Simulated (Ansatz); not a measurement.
BBrCl, SMILES `Cl[B]Br` radical. The species carries charge 0 and has multiplicity 2. The structure was optimised at the PBE0-D4/def2-TZVP level.

```xyz
3

Cl    1.456    0.217    0.612
B     0.192   -0.242   -0.453
Br   -1.648    0.026   -0.159
```

What is the dipole moment at ωB97M-V/def2-TZVPP? (Estimate.)

Ansatz gave: 0.38 D, with components (0.00, 0.17, 0.34) D in this frame, pointing from negative to positive charge.

And with PBE, r2SCAN, B3LYP? (Estimate.)

Computed: PBE 0.49 D, r2SCAN 0.35 D, B3LYP 0.37 D.

Give the Mulliken charges with ωB97M-V, r2SCAN, PBE in def2-TZVPP. (Estimate.)

The calculation gave: 
| atom | ωB97M-V | r2SCAN | PBE |
| --- | --- | --- | --- |
| Cl1 | -0.03 | -0.06 | -0.04 |
| B2 | 0.04 | 0.08 | 0.04 |
| Br3 | -0.01 | -0.02 | -0.01 |

B3LYP here is the variant with VWN-RPA as its local correlation; programs differ in this.
